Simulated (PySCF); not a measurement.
Bi³⁺: ionisation energy

Bi³⁺ [Xe] 4f14 5d10 6s2 → Bi⁴⁺ [Xe] 4f14 5d10 6s1 [6s1/2^1, M_J = 1/2], as a difference of total energies. All numbers are calculated (PySCF 2.14, the two-component X2C-1e Hamiltonian, in x2c-TZVPall-2c (11s11p9d3f, 110 functions)). Correlated levels: [Kr] 4d10 4f14 frozen; the 24 highest virtual spinors dropped. "Screened" scales the spin-orbit matrix elements by Boettger's factors to mimic the two-electron term; Breit and QED terms are absent.

| method | ionisation energy (eV) | error (eV) |
| --- | --- | --- |
| GHF (spin-free) | 42.648 | -2.722 |
| GMP2 (spin-free) | 44.758 | -0.612 |
| GHF (screened spin-orbit) | 42.667 | -2.703 |
| GMP2 (screened spin-orbit) | 44.790 | -0.580 |

Reference: 45.37 ± 0.06 eV (measured; NIST Atomic Spectra Database, ionization energies).

Errors of the correlated levels include the incompleteness of this basis and the frozen core.

MP2 underrates the near-degeneracy of ns² with np² in the lower species.
